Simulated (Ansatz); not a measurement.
`[CH3][GeH]([CH3])[SH]` + H–F → `[CH3][GeH]([F])[SH]` + CH₄ at 400 K and 1 bar (ligand exchange at a Ge–C bond).

Program: Ansatz. Geometries: PBE0-D4/def2-TZVP. ΔE: electronic, gas phase. CCSD(T)/CBS is the MP2 limit (def2-TZVPP, def2-QZVPP) plus CCSD(T) − MP2 in def2-TZVPP, frozen cores. This one scheme is used for every species. For Ge outer-core shells are correlated without core-valence functions, which leaves a few kJ/mol of doubt a bond. Scalar relativity is left out up to krypton. One conformer a species, not always the lowest.

| species | CCSD(T)/CBS energy (Eh) | H − E (kJ/mol) | S (J/(mol·K)) |
| --- | --- | --- | --- |
| `[CH3][GeH]([CH3])[SH]` | -2554.85122 | 274.7 | 405.5 |
| H–F | -100.39570 | 36.5 | 182.2 |
| `[CH3][GeH]([F])[SH]` | -2614.81526 | 180.5 | 380.2 |
| CH₄ | -40.46206 | 131.3 | 197.2 |

H − E and S are ideal-gas, rigid-rotor, harmonic terms from PBE0-D4/def2-TZVP, for one conformer and one mirror image of each species. 1 Eh = 2625.50 kJ/mol, R = 8.31446 J/(mol·K).

Task: By hand: ΔE, ΔH, ΔS and ΔG.

Result: ΔE = (-2614.81526) + (-40.46206) − (-2554.85122) − (-100.39570) = -0.03040 Eh = -79.8 kJ/mol. Δ(H − E) = 180.5 + 131.3 − 274.7 − 36.5 = 0.6, so ΔH = -79.2 kJ/mol. ΔS = 380.2 + 197.2 − 405.5 − 182.2 = -10.3 J/(mol·K). ΔG = -79.2 − 400 × (-10.3)/1000 = -75.1 kJ/mol.

Task: By hand: the equilibrium constant, and the temperature at which ΔG would vanish if ΔH and ΔS stayed fixed.

Result: log₁₀ K = −ΔG/(RT ln 10) = 9.8. ΔG = 0 at ΔH/ΔS = 7689 K, far beyond where these terms or the molecules hold.

The number of gas molecules stays the same, so ΔS is small and ΔH decides. A doubt of 5 kJ/mol in ΔE shifts log₁₀ K by 0.7 here. Other conformers and mirror images would add mixing entropy, several J/(mol·K) or more a flexible species. These are equilibria of isolated gas molecules and say nothing of rates. Largest T1 diagnostic: 0.011 (customary marks: 0.02 for closed shells, 0.045 for open ones).
